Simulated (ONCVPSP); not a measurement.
Scattering properties, ONCV potential for Se

```json
{
  "Element": "selenium (Se)",
  "Generator": "ONCVPSP 4.0.1",
  "Type": "optimised norm-conserving Vanderbilt (ONCV)",
  "Functional": "PW91",
  "Relativity": "scalar-relativistic",
  "Frozen core": "[Ar] 3d10",
  "Valence charge": "6",
  "Reference configuration": "4s1 4p5",
  "Partial waves": "4s: rc 1.35 bohr, ncon 5, nbas 10, qcut 4.1 1/bohr, 2 projectors, debl 1.8 Ha; 4p: rc 1.35 bohr, ncon 3, nbas 6, qcut 5.1 1/bohr, local",
  "Local potential": "the p channel",
  "Core correction": "none"
}
```

The phase is arctan(r·R′/R) of the radial function R(r), unwrapped; energies in Ha, scanned from -2 to 5 Ha. A pole is an energy at which the radial function vanishes at the test radius. The pseudo phase is shifted by a multiple of π to meet the all-electron one at the reference energy, and phase errors are pseudo minus all-electron; the curves can meet again beyond the range given. Levels narrower than the energy grid can be missing from the lists of poles.

| channel | radius (bohr) | reference energy (Ha) | poles, all-electron | poles, pseudo | unbroken range about the reference energy with phases within 0.05 rad | phase error 1 Ha above the reference energy (rad) |
| --- | --- | --- | --- | --- | --- | --- |
| s | 1.37 | -0.67 | 4.50 | 4.08 | below 4.5 | -0.000 |
| p | 1.37 | -0.26 | none | 4.35 | below 3.2 | -0.020 |

Phases in the s channel:

```
E (Ha)  all-electron  pseudo
 -1.98         0.571   0.568
 -1.80         0.457   0.454
 -1.62         0.324   0.322
 -1.44         0.172   0.171
 -1.26         0.005   0.004
 -1.08        -0.169  -0.169
 -0.90        -0.341  -0.341
 -0.72        -0.500  -0.500
 -0.54        -0.642  -0.642
 -0.36        -0.765  -0.765
 -0.18        -0.870  -0.870
  0.00        -0.958  -0.958
  0.18        -1.032  -1.032
  0.36        -1.095  -1.095
  0.54        -1.149  -1.149
  0.72        -1.196  -1.196
  0.90        -1.236  -1.236
  1.08        -1.271  -1.271
  1.26        -1.302  -1.302
  1.44        -1.330  -1.330
  1.62        -1.354  -1.354
  1.80        -1.377  -1.377
  1.98        -1.397  -1.397
  2.16        -1.415  -1.416
  2.34        -1.432  -1.433
  2.52        -1.448  -1.449
  2.70        -1.462  -1.464
  2.88        -1.476  -1.479
  3.06        -1.488  -1.493
  3.24        -1.500  -1.506
  3.42        -1.512  -1.519
  3.60        -1.522  -1.532
  3.78        -1.533  -1.546
  3.96        -1.543  -1.561
  4.14        -1.552  -1.577
  4.32        -1.562  -1.595
  4.50        -1.571  -1.617
  4.68        -1.579  -1.648
  4.86        -1.588  -1.698
```
